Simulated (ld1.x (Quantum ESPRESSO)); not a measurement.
Configuration tests for Au (Z = 79) (PAW)

```
Element                 : Au (Z = 79)
Generator               : ld1.x (Quantum ESPRESSO) 7.5
Type                    : PAW
Functional              : PBE
Relativity              : fully relativistic
Frozen core             : [Kr] 4d10 4f14
Valence charge          : 19
Reference configuration : 5s2 5p6 5d10 6s0 6p0 (charge +1)
Partial waves           : 5s (bound): rcut 1.30, rcutus 1.65 bohr; 6s (bound, empty): rcut 1.30, rcutus 1.65 bohr; 5p (bound): rcut 1.45, rcutus 1.80 bohr; 6p (bound, empty): rcut 1.45, rcutus 1.80 bohr; 5d (bound): rcut 1.25, rcutus 1.30 bohr; 5d channel at 0.3 Ry: rcut 1.25, rcutus 1.30 bohr
Local potential         : all-electron potential smoothed inside 1.45 bohr (lloc = -2)
Core correction         : Bessel-smoothed model core, default radius (core density twice the valence density)
Augmentation charge     : GAUSS, radius 1.10 bohr
```

Open shells are filled in proportion to 2j + 1 (rel_dist='average').

Energies are relative to the spin-unpolarised reference configuration 5s2 5p6 5d10 6s0 6p0; without spin polarisation the order of configurations can differ from experiment.

Give the all-electron excitation energy and the error of the potential for: 5s2 5p6 5d10 6s1 6p0; 5s2 5p6 5d9 6s0 6p0; 5s2 5p6 5d8 6s0 6p0; 5s2 5p5 5d10 6s1 6p0; 5s2 5p6 5d9 6s2 6p0; 5s2 5p6 5d9 6s1 6p0; 5s2 5p6 5d10 6s0.5 6p0.

```json
{"valence configuration": "5s2 5p6 5d10 6s1 6p0", "charge": "0", "ΔE all-electron (eV)": "-9.427", "error AE − PS (meV)": "+2.0"}
{"valence configuration": "5s2 5p6 5d9 6s0 6p0", "charge": "+2", "ΔE all-electron (eV)": "21.228", "error AE − PS (meV)": "-0.7"}
{"valence configuration": "5s2 5p6 5d8 6s0 6p0", "charge": "+3", "ΔE all-electron (eV)": "55.106", "error AE − PS (meV)": "-5.1"}
{"valence configuration": "5s2 5p5 5d10 6s1 6p0", "charge": "+1", "ΔE all-electron (eV)": "57.808", "error AE − PS (meV)": "+157"}
{"valence configuration": "5s2 5p6 5d9 6s2 6p0", "charge": "0", "ΔE all-electron (eV)": "-7.715", "error AE − PS (meV)": "+3.9"}
{"valence configuration": "5s2 5p6 5d9 6s1 6p0", "charge": "+1", "ΔE all-electron (eV)": "2.727", "error AE − PS (meV)": "+1.3"}
{"valence configuration": "5s2 5p6 5d10 6s0.5 6p0", "charge": "+0.5", "ΔE all-electron (eV)": "-5.645", "error AE − PS (meV)": "+0.6"}
```

Levels in the configuration 5s2 5p6 5d9 6s0 6p0:

```csv
level,all-electron (eV),pseudo (eV)
5s j=1/2,-129.708,-129.712
5p j=1/2,-93.358,-93.354
5p j=3/2,-76.788,-76.788
5d j=3/2,-28.362,-28.364
5d j=5/2,-26.657,-26.659
```

The ghost test of this file was not conclusive.
